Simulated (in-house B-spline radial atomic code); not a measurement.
Ionising Ge⁴⁺ with different functionals

Computed with an all-electron radial atomic-structure program (B-spline basis): four-component Dirac-Coulomb Hamiltonian, Fermi nucleus of rms radius 4.0742 fm, spin-restricted, spherical fractional occupations for the functionals. The ionisation energy is the difference of two self-consistent energies, [Ar] 3d10 → [Ar] 3d9, without Breit or QED terms; ε is the level of the shell that loses the electron (mean over j). The electron is taken from both j subshells in proportion to 2j + 1, so the result is a j average, not the step between ground levels.

Hybrids are left out here: with spherical fractional occupations of an open shell their exact exchange keeps a self-interaction that integer-occupation calculations don't have.

| method | rung | ΔSCF (eV) | -ε(3d) (eV) |
| --- | --- | --- | --- |
| LDA VWN5 | LDA | 91.33 | 78.39 |
| relativistic LDA | LDA | 91.34 | 78.40 |
| LDA PW92 | LDA | 91.32 | 78.38 |
| LDA exchange-only | LDA | 89.32 | 76.42 |
| PBE | GGA | 90.98 | 78.02 |
| PBEsol | GGA | 90.94 | 77.99 |
| BLYP | GGA | 90.92 | 77.98 |
| RPBE | GGA | 90.87 | 77.92 |
| PW91 | GGA | 91.12 | 78.17 |
| BP86 | GGA | 91.03 | 78.08 |
| AM05 | GGA | 90.97 | 78.02 |
| OLYP | GGA | 91.44 | 78.43 |

(1) How do they compare with the NIST value?

Results:

(1) NIST lists 90.50 eV ± 0.019 (measured, ground level to ground level). Errors run from -1.18 to +0.94 eV; RPBE is closest (+0.37 eV), but part of that can be cancellation, since the calculations leave out Breit-QED terms, spin polarisation, the choice among j levels, multiplet and fine-structure energies.
